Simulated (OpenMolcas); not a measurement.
Sc2+ (d1) among equal point charges was computed by CASSCF with the d shell active (OpenMolcas, ANO-RCC-VTZP on the metal). Its lowest spin-free states, and all those of the highest spin:

| 2S+1 | Degeneracy | E (cm-1) |
| --- | --- | --- |
| 2 | 1 | 0.0 |
| 2 | 2 | 3083 |
| 2 | 1 | 8417 |
| 2 | 1 | 15138 |

Problem. Is the site octahedral, tetrahedral or cube-like, axial, or of lower symmetry?

Solution. The states with 2S+1 = 2 have orbital degeneracies 1, 2, 1, 1. There are pairs but no triples, so the site is axial: not cubic, but with a proper or improper axis of order three or more. The run had Sc2+ among 4 point charges of -0.5 e arranged as a square (D4h), 1.74 Å from the ion.

This is an electrostatic model: the charges have no orbitals. No measured value stands beside these numbers.
